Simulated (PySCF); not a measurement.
Spin–spin coupling constants

Bonds: Ga1-As4 2.528 Å, Ga1-As8 2.529 Å, As4-Ga5 2.530 Å, Ga5-As8 2.528 Å. Ga1 carries H2, H3; As4 carries H9, H10; Ga5 carries H6, H7; As8 carries H11, H12.

Couplings: PBE/pcJ-1 (pcSseg-1 on As, pcSseg-1 on Ga) (without the spin–dipole term) in PySCF 2.14, geometry PBE0-D3(BJ)/def2-SVP; gas phase, one conformer, non-relativistic. Couplings are averaged over pairs made equivalent by symmetry, fast rotation or ring inversion, so a value needn't be that of the named pair in this geometry, while other rotamers aren't included; one pair stands for each set, and the list holds those of at least 1.5 Hz over up to four bonds.

Isotopes: ¹H.

```json
{"pair": "H2, H3", "bonds": "2", "J (Hz)": "19.3"}
{"pair": "H9, H10", "bonds": "2", "J (Hz)": "?"}
{"pair": "H2, H9", "bonds": "3", "J (Hz)": "3.1"}
{"pair": "H9, H11", "bonds": "4", "J (Hz)": "?"}
```

Problem. Estimate the withheld couplings, with signs.

Solution. 
- ²J(H9,H10) = -4.3 Hz
- ⁴J(H9,H11) = 2.3 Hz (mean over equivalent pairs that range from -0.3 to 4.8 Hz in this conformer)

Relativistic effects of the heavier atoms present are left out.
